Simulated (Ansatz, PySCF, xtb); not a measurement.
Pulling on the In1–F3 bond in BrFHIn (SMILES [F][InH][Br]) (multiplicity 1 held, fragments rigid). Energies count from the point at 1.956 Å.
Geometry at that point (charge 0, multiplicity 1):
```xyz
4

In    -0.572     0.301    -0.563
H     -1.874    -0.226    -1.516
F     -0.016     2.175    -0.602
Br     0.859    -0.974     0.987
```

U- levels take the lowest unrestricted solution at each point, which mixes spins at long bonds. Left out are points that failed, MP2 points in a non-variational dive below the minimum, coupled-cluster points behind a sign of a changed root (a jump of the amplitudes, or a one-step jump against full CI or MRCI), small-basis points behind a change of solution, and semi-empirical points at long bonds. Curves can end on different states.

Cores are frozen in the correlated methods. Filled d and f shells under p-block atoms count as core. Rows in 3-21G, LANL2DZ carry no dispersion term and start afresh at each structure; the Pople sets are all-electron and without relativity. LANL2DZ brings its own core potentials from Na on.

The values were computed with Ansatz (Gaussian basis) for Hartree–Fock, density functionals and correlated methods; PySCF for 3-21G rows, LANL2DZ rows; xtb for the GFN methods. Values without a source in brackets are computed. In def2 rows elements past Kr take small-core potentials, without spin–orbit coupling. The GFN methods have no spin term and hold the electronic entropy of 300 K.

Energies in kJ/mol.

| R (Å) | GFN2-xTB | R-HF/3-21G | U-PBE/def2-TZVPP | R-B3LYP/LANL2DZ | U-MP2/def2-TZVPP | U-CCSD/def2-TZVPP |
|---|---|---|---|---|---|---|
| 1.565 | 141 | 340 | 323 | 131 | 333 | 326 |
| 1.760 | 20 | 41 | 57 | 10 | 56 | 53 |
| 1.956 | 0 | 0 | 0 | 0 | 0 | 0 |
| 2.151 | 12 | 56 | 23 | 42 | 30 | 32 |
| 2.347 | 38 | 143 | 74 | 103 | 90 | 94 |
| 2.640 | 92 | 279 | 158 | 199 | 190 | 196 |
| 2.933 | 152 | 395 | 232 | 283 | 418 | 292 |
| 3.422 | 240 | 538 | 319 | 388 | 495 | 406 |
| 3.911 | 299 | 640 | 364 | 455 | 511 | 456 |
| 4.498 | 337 | 731 | 391 | 505 | 515 | 468 |
| 5.280 | left out | 807 | 407 | 540 | 516 | 470 |
| 6.258 | left out | 857 | 416 | left out | 517 | 471 |

Doubts at one or more of the structures used: a restricted determinant that unrestricted orbitals would lower (R-HF/3-21G, R-B3LYP/LANL2DZ); a spin-contaminated determinant (U-PBE/def2-TZVPP, U-MP2/def2-TZVPP, U-CCSD/def2-TZVPP); T1 above 0.05 (U-CCSD/def2-TZVPP).

Ansatz is a first-principles code.
